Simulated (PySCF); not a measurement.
Cl4Ga, charge -1. Atoms are numbered in the order given.

```xyz
5

Ga     0.0000     0.0000     0.0000
Cl     1.2888     1.2888    -1.2888
Cl    -1.2888     1.2888     1.2888
Cl    -1.2888    -1.2888    -1.2888
Cl     1.2888    -1.2888     1.2888
```
Charge -1, spin multiplicity 1.

Geometry optimised at B3LYP-D3(BJ)/def2-SVPD. The isomer is the one that the SMILES or the coordinates give; other isomers of the formula were not compared.

Method: r2SCAN/def2-SVPD in PySCF.

| Property | Value |
|---|---|
| total energy | -3765.09069 hartree |
| point group | Td |
| highest occupied level | -3.62 eV |
| lowest empty level | 2.21 eV |
| orbital gap | 5.84 eV |
| dipole moment about the centre of nuclear charge | 0.00 D |
| mean static polarisability | 95.2 bohr³ (14.11 Å³) |
| polarisability, principal values | 95.2, 95.2, 95.2 bohr³ |
